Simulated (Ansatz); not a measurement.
```yaml
crystal:
  periodic: [false, false, false]
  atoms:
    - {symbol: F, position_ang: [-1.734948, -2.097181, -0.483232]}
    - {symbol: Si, position_ang: [-0.776180, -0.926388, -0.916768]}
    - {symbol: Cl, position_ang: [-1.556011, 0.406352, -1.986639]}
    - {symbol: Cl, position_ang: [-1.856011, 0.406352, -1.986639]}
    - {symbol: O, position_ang: [-0.173777, -0.252783, 0.396788]}
    - {symbol: Si, position_ang: [0.781633, 0.889930, 1.104142]}
    - {symbol: H, position_ang: [2.185516, 0.683723, 0.675098]}
    - {symbol: H, position_ang: [0.316236, 2.236253, 0.693657]}
    - {symbol: H, position_ang: [0.657231, 0.722461, 2.569132]}
basis:
  gaussian: {orbitals: STO-3G}
hamiltonian: {xc: {name: B2GP-PLYP}}
accuracy: high
output: {forces: true}
```

```sh
$ ansatz run in.yaml --threads 4 --pin off --events-out ev --progress --plain --max-ram 10444MiB
```

Shortened log:

```
Functional definition: B2GP-PLYP
1045 factors; integrals over basis functions are off by at most 2.3e-8 eV
mean field evaluation 1: about -41733.8357 eV, gradient 1.1e2 eV
mean field evaluation 2: about -41734.5724 eV, gradient 1.1e2 eV
mean field evaluation 4: about -41830.7519 eV, gradient 4.4e1 eV
mean field evaluation 8: about -41834.2485 eV, gradient 3.9e-1 eV
mean field evaluation 16: about -41833.2436 eV, gradient 3.7e-4 eV
mean field -41833.24356214 eV, -1537.3433453178 hartree, gradient 2.5e-8 eV, S^2 0.000000; 0 other end points of the search recorded, 0 dependent functions left out
22 core orbitals not correlated, not the lowest: weight in the atoms' cores, before any rotation towards them, 0.815 or more for the frozen orbitals, at most 0.036 for the correlated occupied ones
reference -41833.24357836 eV, -1537.3433459139 hartree; 19, 19 occupied and 8, 8 virtual orbitals, 1045 factors
second order -4.83911574 eV of doubles, -0.00000000 eV of singles
Total energy: -41834.98566003 eV, -1537.4073662343 hartree
Atom 0 at    -1.734948    -2.097181    -0.483232 Å, force    -2.541838    -1.392108     3.352889 eV/Å
Atom 1 at    -0.776180    -0.926388    -0.916768 Å, force     8.513277    -9.689958     1.440789 eV/Å
Atom 2 at    -1.556011     0.406352    -1.986639 Å, force 25295.251250    19.405628    -7.668942 eV/Å
Atom 3 at    -1.856011     0.406352    -1.986639 Å, force -25300.379350    -8.518481     0.638084 eV/Å
Atom 4 at    -0.173777    -0.252783     0.396788 Å, force    -0.832817     0.193089     2.376203 eV/Å
Atom 5 at     0.781633     0.889930     1.104142 Å, force     0.309332     0.277247     0.002725 eV/Å
Atom 6 at     2.185516     0.683723     0.675098 Å, force    -0.919682     0.272709     0.404155 eV/Å
Atom 7 at     0.316236     2.236253     0.693657 Å, force     0.398171    -0.830087     0.384737 eV/Å
Atom 8 at     0.657231     0.722461     2.569132 Å, force     0.201658     0.281960    -0.930640 eV/Å
Dipole moment:     0.052340     0.427625     0.081360 e Å
```

In this input one atom was put on top of another. Self-consistency was reached. The result belongs to that input, not to the molecule as meant.
